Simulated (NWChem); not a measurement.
System: CrO$_{2}$Cl cation; SMILES [O]=[Cr+](=[O])[Cl]

Input file for NWChem:

```
start job
memory heap 200 mb stack 900 mb global 1100 mb
charge 1
geometry units angstroms noautoz
  Cr     0.314172    -0.420469     0.000000
  O     -0.338016    -1.055300     1.244495
  O     -0.338016    -1.055300    -1.244495
  Cl    -0.087382     1.621134     0.000000
end
basis spherical
  Cr library sto-3g
  O library sto-3g
  Cl library sto-3g
end
dft
  xc hfexch
  iterations 150
  mulliken
end
task dft energy
```

Coordinates come from a PBE-D3(BJ)/def2-SVP optimisation. The spin multiplicity was typed, not searched, and may not be the lowest.

**Question.** What results follow from this input? (Hartree-Fock/STO-3G.) Quantities: basis functions; energy (Ha); highest occupied level (eV); orbital gap (eV).

**Answer.** The number of basis functions is 37 and the energy (Ha) is -1634.36. The highest occupied level (eV) is -17.45 and the orbital gap (eV) comes out as 12.04.
